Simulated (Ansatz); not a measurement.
Two structures of BNH₄Cl₂O, closed shell, reached by relaxing down either side of one saddle point (PBE0-D4/def2-TZVP). Energies are electronic, without zero-point energy. Program: Ansatz 0.2.0. Basis: def2-TZVPP and def2-QZVPP. Cores are frozen in the correlated methods. Extrapolation: Hartree–Fock as exp(−7.88 √X), correlation as X^−2.97. First:

B1  (-0.760, -0.326, 0.479)
N2  (-1.375, 0.873, 0.186)
Cl3  (-0.932, -1.711, -0.604)
Cl4  (0.176, -0.517, 1.965)
H5  (2.237, -0.202, 0.029)
O6  (2.132, -0.022, -0.909)
H7  (-1.891, 1.019, -0.664)
H8  (-1.272, 1.685, 0.770)
H9  (1.684, -0.799, -1.254)
(Å)

Second:

| atom | x (Å) | y (Å) | z (Å) |
| --- | --- | --- | --- |
| B1 | 0.1194 | -0.5271 | 0.1423 |
| N2 | -0.4807 | 0.9539 | -0.0793 |
| Cl3 | -1.2331 | -1.6753 | -0.4176 |
| Cl4 | 0.3794 | -0.6632 | 1.9795 |
| H5 | 0.2009 | 1.6418 | 0.2320 |
| O6 | 1.2792 | -0.5288 | -0.6372 |
| H7 | -0.6735 | 1.0930 | -1.0683 |
| H8 | -1.3396 | 1.0692 | 0.4496 |
| H9 | 1.7482 | -1.3634 | -0.6008 |

(1) Which bonds change from the first to the second?

(2) Give the saddle point's structure and its height above each. (An estimate is asked for; the value comes from the calculation.)

The T1 diagnostic stays at or below 0.011.

Results:

(1) BNH₂Cl₂ ([NH2][B]([Cl])[Cl]) + H₂O → BHCl₂O ([OH][B]([Cl])[Cl]) + NH₃ (still joined by a long B–N bond); bonds formed: B1–O6, N2–H5; bonds broken: H5–O6; bonds weakened to dative contacts: B1–N2.

(2) Computed: 0.710 eV above the first and 1.454 eV above the second (CCSD(T) at an estimated basis limit (MP2 extrapolated from triple and quadruple zeta, plus CCSD(T) − MP2 in triple zeta)).
```xyz
9
angstrom
B -0.1964 -0.5637 0.1142
N -0.5500 0.9313 -0.0440
Cl -1.2564 -1.7003 -0.8026
Cl 0.1445 -1.0322 1.8468
H 0.7331 0.7017 -0.5332
O 1.1769 -0.3594 -0.6357
H -1.2970 1.1359 -0.6938
H -0.6869 1.4407 0.8176
H 1.9324 -0.5539 -0.0693
```

The step is the kind of ligand exchange by which a precursor binds to a hydroxyl group, or is hydrolysed, in atomic layer deposition of oxides.

Labels in which every atom is bracketed show which atoms are joined, not bond orders.

For scale, one of the runs: CCSD(T)/def2-TZVPP, 233 basis functions, launched by `ansatz run in.yaml --threads 4 --pin off --events-out ev --progress --plain --max-ram 9574MiB`. Time: 2.2 min of wall clock on 4 CPU threads of an Arm Neoverse V1; the host was shared. Peak host memory: 4.1 GiB.
